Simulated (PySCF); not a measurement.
Frontier orbitals and the lowest excitations

Compound: 3-ethylphenol, C₈H₁₀O.
Geometry (PBE0-D3(BJ)/def2-SVP, Å), atoms numbered from 1 in this order:
```xyz
19
C8H10O angstrom
C      2.7841   -0.2056    0.6789
C      1.9164    0.0776   -0.5447
C      0.4507   -0.1392   -0.2754
C     -0.1249   -1.4076   -0.4318
C     -1.4688   -1.6081   -0.1317
C     -2.2598   -0.5571    0.3277
C     -1.6940    0.7111    0.4870
O     -2.4038    1.7737    0.9244
C     -0.3436    0.9113    0.1854
H      2.6588   -1.2449    1.0196
H      3.8508   -0.0461    0.4578
H      2.5078    0.4512    1.5180
H      2.2323   -0.5709   -1.3781
H      2.0775    1.1151   -0.8789
H      0.4856   -2.2380   -0.7954
H     -1.9150   -2.5975   -0.2593
H     -3.3174   -0.7176    0.5595
H     -3.3118    1.4994    1.0893
H      0.0727    1.9132    0.3156
```

Method: TDDFT CAM-B3LYP/def2-SVPD, vertical, gas phase, core orbitals frozen in the response in PySCF 2.14.0, density-fitted response routines.

Kohn–Sham orbitals with the atoms that hold most of them (Löwdin shares over 4%, at most four atoms; ? is withheld):

```csv
orbital,ε (eV),atoms
LUMO+2,1.20,"O8 19%, C7 16%, C4 12%, H18 10%"
LUMO+1,1.15,"O8 21%, H18 12%, C7 12%, C6 9%"
LUMO,?,?
HOMO,-7.67,"C4 22%, O8 17%, C7 16%, C6 13%"
HOMO-1,-8.34,?
HOMO-2,-10.75,"C2 15%, C3 14%, C1 9%, C4 9%"
HOMO-3,-10.92,"O8 17%, C5 13%, C4 12%, C2 10%"
```

(1) Which atoms hold the LUMO, and with what shares?

(2) Give the leading atoms of the HOMO-1.

(3) What is the LUMO energy, and the HOMO–LUMO gap?

## Answers

(1) C5 (bonded to 2 C and H) 17%; C3 (bonded to 3 C) 17%; C6 (bonded to 2 C and H) 16%; C9 (bonded to 2 C and H) 16%.

(2) C9 (bonded to 2 C and H) 24%; C3 (bonded to 3 C) 18%; C5 (bonded to 2 C and H) 17%; C6 (bonded to 2 C and H) 17%.

(3) ε(LUMO) = 0.80 eV; the gap is 8.47 eV (0.3114 hartree).

Question: The HOMO–LUMO gap is 8.47 eV. Where does the response calculation put the lowest singlet, and from which orbitals?

Answer: S1 is at 5.15 eV (f = 0.033), 3.32 eV below the gap, made of HOMO→LUMO (75%), HOMO-1→LUMO+2 (13%). 

Next come S2 at 5.90 eV (f 0.019), HOMO-1→LUMO (33%), HOMO→LUMO+2 (32%), HOMO→LUMO+1 (30%); S3 at 5.96 eV (f 0.0002), HOMO→LUMO+1 (49%), HOMO→LUMO+2 (44%); S4 at 6.72 eV (f 0.114), HOMO→LUMO+3 (41%), HOMO→LUMO+4 (14%), HOMO-1→LUMO (11%); S5 at 6.78 eV (f 0.458), HOMO-1→LUMO (48%), HOMO→LUMO+3 (22%), HOMO→LUMO+2 (14%).

Löwdin shares depend on the basis, the more so with diffuse functions.

One conformer stands for the species.
